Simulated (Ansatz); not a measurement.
In(NH3)F3 (InNF₃H₃). The state is a singlet with charge 0. Geometry relaxed at PBE0-D4/def2-SVP.

| atom | x (Å) | y (Å) | z (Å) |
| --- | --- | --- | --- |
| In1 | -0.334 | 0.537 | 0.999 |
| N2 | 0.311 | -0.501 | -0.929 |
| H3 | 0.202 | -1.512 | -0.845 |
| H4 | 1.291 | -0.298 | -1.133 |
| H5 | -0.256 | -0.178 | -1.715 |
| F6 | 1.374 | 1.404 | 1.397 |
| F7 | -0.818 | -1.073 | 2.000 |
| F8 | -1.771 | 1.620 | 0.226 |

In the def2 sets In takes a core potential; there is no spin–orbit coupling.

(1) Estimate the harmonic wavenumbers at RKS PBE0-D4/def2-SVP (Ansatz, unscaled). Is this a minimum?

Results:

(1) 61, 61, 122, 122, 146, 156, 360, 586, 597, 597, 630, 630, 1176, 1622, 1622, 3496, 3631, 3631 cm⁻¹. Yes, no mode is imaginary beyond noise. Zero-point energy 115.1 kJ/mol. Hardware: 4 threads of Arm Neoverse N1 on a shared host. Wall time 82 s.
